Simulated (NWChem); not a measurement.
GaH2O2Cl; SMILES [OH][Ga]([OH])[Cl]

```xyz
6

Ga    -0.0078     0.3013     0.0000
Cl    -0.0201    -1.8297     0.0000
O     -1.5489     1.1640     0.0000
H     -1.4392     2.1217     0.0000
O      1.5140     1.2096     0.0000
H      2.3006     0.6535     0.0000
```
Atoms are numbered in this order, from 1.

Program: NWChem. Coordinates come from a PBE0/def2-SVP optimisation.

For level PBE0/cc-pVTZ:

```
Property          Value
----------------  -----
orbital gap (eV)   7.95
```

Problem. What are these values for level PBE0/aug-cc-pVTZ?

Solution. The orbital gap (eV) is 7.77.
